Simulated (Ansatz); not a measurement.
Computed with Ansatz on PBE0-D4/def2-TZVP structures; ΔE is electronic, products minus reactants. CCSD(T)/CBS adds triple-zeta CCSD(T) − MP2 to the extrapolated MP2 energy (def2 sets, frozen cores). This one scheme is used for every species. One conformer a species, not always the lowest.

Reaction (formal exchange of groups at a B–Al bond): `C[BH][AlH][OH]` + `C[SiH3]` → `CB[SiH2]C` + `[OH][AlH2]`

`C[BH][AlH][OH]`:

Cartesian coordinates in Å:
```
C 0.298 -0.392 1.717
B 0.816 0.147 0.353
Al -0.166 -0.076 -1.526
O -1.437 1.011 -1.865
H 1.075 -0.601 2.457
H -0.248 0.487 2.108
H -0.426 -1.209 1.693
H 1.828 0.800 0.399
H 0.185 -1.161 -2.647
H -1.923 0.994 -2.688
```

`C[SiH3]`:

Cartesian coordinates in Å:
```
C -0.414 -0.896 0.023
Si 0.371 0.802 -0.021
H -0.251 -1.423 -0.919
H -1.491 -0.821 0.189
H 0.012 -1.499 0.828
H 1.838 0.697 -0.249
H 0.150 1.517 1.265
H -0.213 1.623 -1.116
```

`CB[SiH2]C`:

Cartesian coordinates in Å:
```
C -0.683 -1.343 1.309
B -0.013 0.055 1.379
Si 0.542 1.147 -0.226
C 0.158 0.361 -1.889
H -1.355 -1.567 2.141
H -1.157 -1.606 0.361
H 0.168 -2.037 1.433
H 0.249 0.500 2.465
H 2.007 1.432 -0.137
H -0.146 2.473 -0.135
H -0.914 0.177 -1.993
H 0.471 1.005 -2.714
H 0.674 -0.597 -1.996
```

`[OH][AlH2]`:

```xyz
5

O     0.105    0.682    1.002
Al    0.079   -0.410   -0.295
H    -0.342    1.526    0.988
H    -0.720   -0.044   -1.613
H     0.878   -1.753   -0.083
```

```json
{"species": "`C[BH][AlH][OH]`", "MP2/def2-QZVPP energy (Eh)": "-383.57207"}
{"species": "`C[SiH3]`", "MP2/def2-QZVPP energy (Eh)": "-330.67167"}
{"species": "`CB[SiH2]C`", "MP2/def2-QZVPP energy (Eh)": "-395.26580"}
{"species": "`[OH][AlH2]`", "MP2/def2-QZVPP energy (Eh)": "-318.98253"}
```

Work out ΔE.

ΔE = (-395.26580) + (-318.98253) − (-383.57207) − (-330.67167) = -0.00459 Eh = -12.1 kJ/mol. CCSD(T)/CBS gives -10.7 kJ/mol.

Largest T1 diagnostic among the species: 0.012.

The D4 term adds −3.9 kJ/mol with B3LYP and −2.3 kJ/mol with PBE0; it sums over pairs of atoms, weighted by their polarisabilities, and B3LYP, whose exchange is more repulsive, gets the larger term. In def2-TZVPP, CCSD(T) changes the Hartree–Fock value by −3.9 kJ/mol (the triples alone add −0.8 kJ/mol) and MP2 by −5.4 kJ/mol.

B3LYP here is the variant with VWN-RPA as its local correlation; programs differ in this.
